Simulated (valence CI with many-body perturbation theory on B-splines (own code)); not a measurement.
Energy levels of Ti+

Method: relativistic CI+MBPT: three valence electrons over a frozen Dirac-Fock core [Ar], a basis of 7 s, 7 p, 8 d, 6 f, 4 g, 1 h functions for each j, with the one-electron correlation potential Σ1 (screened to all orders), the two-electron term Σ2, the three-electron term Σ3, Breit, model QED; selected single and double excitations, second order for the rest, scaled by the run's own slope (own B-spline code, finite nucleus).

Against 52 measured levels this calculation errs by 450 cm⁻¹ on average and by 1295 at most. These come from a selection out of the NIST Handbook of Basic Atomic Spectroscopic Data. Levels without a partner in it may be off by more, other configurations by 1,000 to 4,000 cm⁻¹.

Levels 46 to 90 of 212, with energies above the lowest level, 3d2.4s 4F_3/2. "Leading %" is the weight of the configuration and term that name the level; weights of strongly mixed levels are sums over their largest components and can fall short. Lifetimes count E1, E2, E3, M1 and M2 decay at the calculated energies, and are blank where another channel may lead or the interval is too uncertain; long ones can be off by a factor of two.

```
No.  Configuration  Term     J  E (eV)  Leading %       g  Lifetime
 46         3d2.4p   2D°   5/2   3.916         85   1.193   6.95 ns
 47         3d2.4p   4D°   1/2   3.982         95  -0.002   3.86 ns
 48         3d2.4p   4D°   3/2   3.990         93   1.190   3.91 ns
 49         3d2.4p   4D°   5/2   4.002         90   1.362   3.97 ns
 50         3d2.4p   4D°   7/2   4.011         94   1.426   3.91 ns
 51            3d3    2D   3/2   4.085         72   0.799   1.74 ms
 52            3d3    2D   5/2   4.089         71   1.200   2.25 ms
 53         3d2.4s    2S   1/2   4.102         96   2.002          
 54         3d2.4p   2G°   7/2   4.221         96   0.889   4.79 ns
 55         3d2.4p   2G°   9/2   4.246         95   1.112   4.80 ns
 56         3d2.4p   2S°   1/2   4.635         98   1.998   5.64 ns
 57         3d2.4p   2D°   3/2   4.857         64   0.958   5.97 ns
 58         3d2.4p   2D°   5/2   4.884         81   1.175   6.76 ns
 59         3d2.4p   2P°   3/2   4.904         62   1.238   4.37 ns
 60         3d2.4p   2P°   1/2   4.914         96   0.670   3.85 ns
 61         3d2.4p   2F°   5/2   4.939         87   0.888   3.89 ns
 62         3d2.4p   4S°   3/2   4.956         89   1.941   3.56 ns
 63         3d2.4p   2F°   7/2   4.957         93   1.153   3.70 ns
 64         3d2.4p   4D°   1/2   5.003         97  -0.001   4.37 ns
 65         3d2.4p   4D°   3/2   5.014         96   1.199   4.35 ns
 66         3d2.4p   4D°   5/2   5.033         95   1.368   4.31 ns
 67         3d2.4p   4D°   7/2   5.059         93   1.420   4.22 ns
 68         3d2.4p   4P°   1/2   5.219         95   2.667   5.03 ns
 69         3d2.4p   4P°   3/2   5.228         94   1.734   5.01 ns
 70         3d2.4p   4P°   5/2   5.244         94   1.599   4.99 ns
 71         3d2.4p   2G°   7/2   5.374         97   0.889   3.56 ns
 72         3d2.4p   2G°   9/2   5.379         97   1.110   3.55 ns
 73         3d2.4p   2D°   5/2   5.554         92   1.200   5.04 ns
 74         3d2.4p   2D°   3/2   5.555         90   0.810   5.05 ns
 75         3d2.4p   2H°   9/2   5.623         97   0.910   4.90 ns
 76         3d2.4p   2P°   1/2   5.636         91   0.666   5.73 ns
 77         3d2.4p   2P°   3/2   5.644         89   1.324   5.80 ns
 78         3d2.4p   2H°  11/2   5.651         98   1.091   4.80 ns
 79         3d2.4p   2F°   7/2   5.848         90   1.143   5.94 ns
 80         3d2.4p   2F°   5/2   5.866         90   0.857   5.89 ns
 81       3d.4s.4p   4D°   1/2   6.395         90  -0.002   2.20 ns
 82       3d.4s.4p   4D°   3/2   6.400         64   0.971   2.70 ns
 83       3d.4s.4p   4F°   3/2   6.416         66   0.633   4.10 ns
 84       3d.4s.4p   4D°   5/2   6.417         68   1.288   2.61 ns
 85       3d.4s.4p   4F°   5/2   6.438         70   1.113   4.34 ns
 86       3d.4s.4p   4D°   7/2   6.443         77   1.401   2.43 ns
 87       3d.4s.4p   4F°   7/2   6.466         79   1.267   4.95 ns
 88       3d.4s.4p   4F°   9/2   6.500         93   1.334   6.32 ns
 89       3d.4s.4p   2D°   5/2   6.591         83   1.201   3.35 ns
 90       3d.4s.4p   2D°   3/2   6.596         83   0.796   3.36 ns
```

Names give the largest LS component (configuration and term), which can be under half, so a name can repeat, a term be missing and a line seem to break the LS rules; names also repeat where a configuration has a term twice.

Where two levels of one J and parity lie close, their mixing, g and order are uncertain.
